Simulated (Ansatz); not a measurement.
Molecule: LaCl₂, net charge 1, singlet state. 
Coordinates optimised at B3LYP-D3(BJ)/def2-TZVP (Ansatz, a quantum-chemistry and plane-wave program):
SMILES: [Cl][La+][Cl]
```xyz
3

La     0.3406    -0.0286     0.4362
Cl     1.0190     0.4048    -1.9492
Cl    -2.1609    -0.3090     0.4867
```
Charge +1, spin multiplicity 1.

Parts of the frozen-core correlation energy in def2-TZVPP (Ansatz, hartree). Frozen orbitals: 14; correlated occupied orbitals by spin: 8 and 8; virtual: 118 and 118. Spin-orbit coupling is left out. Past Kr the def2 sets carry scalar-relativistic core potentials.

```json
[
 {"term": "reference (HF)", "value": "-950.13700"},
 {"term": "MP2 opposite-spin", "value": "-0.31079"},
 {"term": "MP2 same-spin", "value": "-0.10738"},
 {"term": "CCSD correlation", "value": "-0.44716"},
 {"term": "(T)", "value": "-0.02041"},
 {"term": "T1 diagnostic", "value": "0.012"},
 {"term": "largest doubles amplitude", "value": "0.019"}
]
```
